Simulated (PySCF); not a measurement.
# Radial density of Ce³⁺ (cerium, charge +3)

BLYP, [Xe] 4f1, 2F determinant. Computed with PySCF 2.14 in ANO-RCC-VTZP (8s7p5d3f2g1h, 104 functions), with scalar relativity by spin-free X2C-1e.

```
r (bohr)  4πr²ρ (e/bohr)  4πr²(ρα − ρβ)
  0.0205           74.68         0.0004
  0.0346           66.55         0.0010
  0.0581           90.96         0.0017
  0.0978           90.61         0.0017
   0.164           76.80         0.0249
   0.277           70.22         0.1801
   0.465           31.48         0.6674
   0.783           26.90         0.9276
    1.32           8.986         0.4994
    2.21           2.873         0.0748
    3.72         0.07986         0.0027
    6.26       7.003e-05         0.0000
```

Densities and radii are taken from the X2C orbitals without a picture-change correction, which distorts them close to the nucleus.

Spin-orbit coupling, absent here, splits the open shell strongly.
